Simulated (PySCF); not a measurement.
```xyz
3
charge -1 multiplicity 1, angstrom
Cl    0.0000    0.0000   -0.8931
Se    2.0377    0.0000    0.1962
Se   -2.0377    0.0000    0.1962
```

Level of theory: PySCF, PBE, basis Cl def2-SVPD, Se def2-SVPD (no relativity, density fitting).

This geometry of [ClSe2]- is a stationary point at this level.

Task: What is the point group?

Result: C2v.

Task: Is it a minimum?

Result: Yes: all harmonic wavenumbers are real.

Task: Which band is strongest in the infrared?

Result: 285 cm⁻¹ (b2), 93 km/mol.

Task: Give the atomic charges and bond orders.

Result: 
```json
{"atom": "Cl1", "Mulliken": "-0.34", "Löwdin": "-0.48", "polar tensor": "0.34", "Mayer order to Cl1": "–"}
{"atom": "Se2,3", "Mulliken": "-0.33", "Löwdin": "-0.26", "polar tensor": "-0.67", "Mayer order to Cl1": "0.92"}
```
Other Mayer orders above 0.3: Se–Se 0.38.

This need not be the most stable arrangement of these atoms. The lowest empty level of this anion is unbound, so it and the gap depend on the basis.
